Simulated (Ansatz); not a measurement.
`O=P(O)(O)CCCCc1ccc(-c2ccc(-c3cccs3)s2)s1`. Total charge 0; triplet. Geometry r2SCAN-D4/def2-SVP, that of the neutral singlet; atoms count from 1.

Cartesian coordinates in Å:
```
O 4.114 -4.357 -4.193
P 2.866 -3.545 -4.167
O 2.578 -2.711 -5.540
O 1.524 -4.454 -3.954
C 2.711 -2.254 -2.921
C 1.631 -1.189 -3.140
C 0.199 -1.718 -3.144
C -0.844 -0.596 -3.259
C -0.792 0.409 -2.151
C -0.525 1.761 -2.217
C -0.536 2.410 -0.955
C -0.801 1.549 0.099
C -0.876 1.859 1.506
C -0.379 2.976 2.167
C -0.631 2.967 3.556
C -1.325 1.843 3.986
C -1.747 1.514 5.328
C -1.862 2.363 6.421
C -2.293 1.701 7.599
C -2.513 0.355 7.405
S -2.177 -0.115 5.781
S -1.685 0.802 2.634
S -1.038 -0.076 -0.497
H 3.052 -3.123 -6.279
H 1.767 -5.390 -4.040
H 2.572 -2.776 -1.957
H 3.710 -1.786 -2.881
H 1.831 -0.665 -4.091
H 1.735 -0.436 -2.339
H 0.014 -2.299 -2.220
H 0.052 -2.423 -3.978
H -1.851 -1.049 -3.312
H -0.699 -0.050 -4.207
H -0.337 2.272 -3.164
H -0.377 3.481 -0.815
H 0.184 3.759 1.654
H -0.286 3.743 4.243
H -1.663 3.435 6.357
H -2.449 2.199 8.558
H -2.854 -0.389 8.126
```

Single mean-field runs in def2-TZVP are fitted with def2-universal-jkfit. At PBE0-D4/def2-TZVP a singlet of charge 0 lies 2.14 eV below the triplet at the same geometry.

(1) Estimate the Mulliken populations of the heavy atoms from the PBE0/def2-TZVP orbitals of Ansatz.

(2) Where does the spin sit?

(3) And the Mayer bond orders between heavy atoms (over 0.3)?

Answers

(1) 
```json
{"atom": "O1", "charge (e)": "-0.52", "spin (α − β)": "0.00"}
{"atom": "P2", "charge (e)": "0.69", "spin (α − β)": "0.00"}
{"atom": "O3", "charge (e)": "-0.46", "spin (α − β)": "0.00"}
{"atom": "O4", "charge (e)": "-0.46", "spin (α − β)": "0.00"}
{"atom": "C5", "charge (e)": "-0.27", "spin (α − β)": "0.00"}
{"atom": "C6", "charge (e)": "-0.20", "spin (α − β)": "0.00"}
{"atom": "C7", "charge (e)": "-0.27", "spin (α − β)": "0.01"}
{"atom": "C8", "charge (e)": "-0.18", "spin (α − β)": "-0.03"}
{"atom": "C9", "charge (e)": "-0.01", "spin (α − β)": "0.30"}
{"atom": "C10", "charge (e)": "-0.14", "spin (α − β)": "-0.11"}
{"atom": "C11", "charge (e)": "-0.25", "spin (α − β)": "0.30"}
{"atom": "C12", "charge (e)": "0.08", "spin (α − β)": "-0.03"}
{"atom": "C13", "charge (e)": "0.14", "spin (α − β)": "0.39"}
{"atom": "C14", "charge (e)": "-0.21", "spin (α − β)": "0.14"}
{"atom": "C15", "charge (e)": "-0.20", "spin (α − β)": "0.09"}
{"atom": "C16", "charge (e)": "0.17", "spin (α − β)": "0.41"}
{"atom": "C17", "charge (e)": "0.02", "spin (α − β)": "-0.05"}
{"atom": "C18", "charge (e)": "-0.25", "spin (α − β)": "0.27"}
{"atom": "C19", "charge (e)": "-0.13", "spin (α − β)": "-0.11"}
{"atom": "C20", "charge (e)": "-0.19", "spin (α − β)": "0.28"}
{"atom": "S21", "charge (e)": "0.03", "spin (α − β)": "0.05"}
{"atom": "S22", "charge (e)": "-0.03", "spin (α − β)": "0.08"}
{"atom": "S23", "charge (e)": "-0.01", "spin (α − β)": "0.04"}
```
Mulliken values depend strongly on the basis.

(2) Summed by element: O 0.00, P 0.00, C 1.87, S 0.17, H -0.04, of 2 unpaired in all. Largest on single atoms: C16 0.41, C13 0.39, C11 0.30.

(3) O1–P2 2.04 (1.49 Å); P2–O3 1.16 (1.63 Å); P2–O4 1.15 (1.63 Å); P2–C5 0.96 (1.80 Å); C5–C6 0.97 (1.53 Å); C6–C7 1.03 (1.53 Å); C7–C8 0.97 (1.54 Å); C8–C9 0.96 (1.50 Å); C9–C10 1.49 (1.38 Å); C9–S23 1.21 (1.74 Å); C10–C11 1.36 (1.42 Å); C11–C12 1.35 (1.39 Å); C12–C13 1.10 (1.44 Å); C12–S23 1.21 (1.75 Å); C13–C14 1.20 (1.39 Å); C13–S22 1.19 (1.74 Å); C14–C15 1.59 (1.41 Å); C15–C16 1.22 (1.39 Å); C16–C17 1.08 (1.44 Å); C16–S22 1.18 (1.74 Å); C17–C18 1.37 (1.39 Å); C17–S21 1.25 (1.75 Å); C18–C19 1.39 (1.42 Å); C19–C20 1.58 (1.38 Å); C20–S21 1.24 (1.72 Å).
